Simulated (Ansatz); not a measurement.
Cost and result for the atomization energy of BFH4OSi, SMILES `OB(F)[SiH3]` (8 atoms, 7 bonds).

```xyz
8

O     0.236   -1.579    1.171
B     0.230   -0.244    0.972
F     0.515    0.497    2.037
Si   -0.174    0.679   -0.800
H     0.027   -2.088    0.385
H     0.987    1.497   -1.241
H    -0.463   -0.333   -1.857
H    -1.357    1.570   -0.667
```

Total charge 0; spin multiplicity 1. Geometry: relaxed with PBE0-D4/def2-TZVP. It is one conformer, not always the lowest. Program: Ansatz. All runs use 2 threads of an Intel Xeon Platinum 8488C on a shared host. Times are those of one run each, without the atoms' runs, and a repeat can differ threefold. Electronic energies, without spin–orbit coupling; frozen cores. CCSD(T)/CBS adds CCSD(T) − MP2 in def2-TZVPP to the MP2 limit, and its time is that of the two runs behind it. T1 = 0.014. B3LYP takes the VWN-RPA correlation (the form of Gaussian; ORCA's B3LYP/G).

CCSD(T)/CBS is a level of theory with its own doubt, some kJ/mol a heavy atom from the limit and from the frozen cores, so smaller differences don't rank the functionals.

| level | functions | wall time | atomization (kcal/mol) | difference from CCSD(T)/CBS | per bond |
| --- | --- | --- | --- | --- | --- |
| LDA (SPW92)/def2-TZVPP | 191 | 1 s | 800.3 | 97.1 | 13.9 |
| revPBE-D4/def2-TZVPP | 191 | 1.6 s | 693.1 | -10.1 | -1.4 |
| PBE-D4/def2-TZVPP (with forces) | 191 | 2.2 s | 711.2 | 8.0 | 1.1 |
| CCSD(T)/def2-SVP | 80 | 2.2 s | 665.4 | -37.8 | -5.4 |
| PBE0-D4/def2-TZVPP | 191 | 2.4 s | 698.1 | -5.1 | -0.7 |
| CAM-B3LYP-D4/def2-TZVPP | 191 | 2.5 s | 708.0 | 4.8 | 0.7 |
| B3LYP-D4/def2-TZVPP (with forces) | 191 | 2.8 s | 702.3 | -0.9 | -0.1 |
| r2SCANh-D4/def2-TZVPP | 191 | 3.3 s | 701.1 | -2.1 | -0.3 |
| r2SCAN-D4/def2-TZVPP (with forces) | 191 | 3.5 s | 706.4 | 3.2 | 0.5 |
| B97M-V/def2-TZVPP | 191 | 5.5 s | 705.9 | 2.7 | 0.4 |
| MP2/def2-QZVPP | 361 | 15 s | 710.1 | 6.9 | 1.0 |
| CCSD(T)/def2-TZVPP | 191 | 38 s | 685.7 | -17.5 | -2.5 |
| CCSD(T)/CBS(def2) | – | 53 s | 703.2 | 0.0 | 0.0 |

At CCSD(T), def2-SVP lies −37.8 kcal/mol from the extrapolated value and def2-TZVPP −17.5 kcal/mol: correlation converges slowly with the basis, and small sets miss more of it in the bonded molecule than in its fragments. From PBE to PBE0 (25 % exact exchange), in def2-TZVPP and without D4, the atomization energy moves by −12.6 kcal/mol: exact exchange takes away binding that semilocal exchange gives to molecules. The D4 term adds +4.7 kcal/mol with B3LYP and +2.4 kcal/mol with PBE0; it sums over pairs of atoms, weighted by their polarisabilities, and B3LYP, whose exchange is more repulsive, gets the larger term.
